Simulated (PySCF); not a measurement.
# Co⁺: excitation energy

Co⁺ [Ar] 3d8 (3F) → Co⁺ [Ar] 3d7 4p1 (high-spin determinant), as a difference of total energies. Calculation: PySCF 2.14, in aug-cc-pVDZ (7s6p4d2f, 59 functions); the non-relativistic Hamiltonian (point nucleus). Correlated levels: valence: [Ar] frozen. The calculations carry no spin-orbit coupling.

```csv
method,excitation energy (cm⁻¹)
UHF,29618
MP2 (valence),46699
SCS-MP2 (valence),46632
CCSD (valence),42796
CCSD(T) (valence),43347
```

The determinant of the upper state mixes LS terms, which raises its energy above the lowest term, most at the Hartree-Fock and MP2 levels.
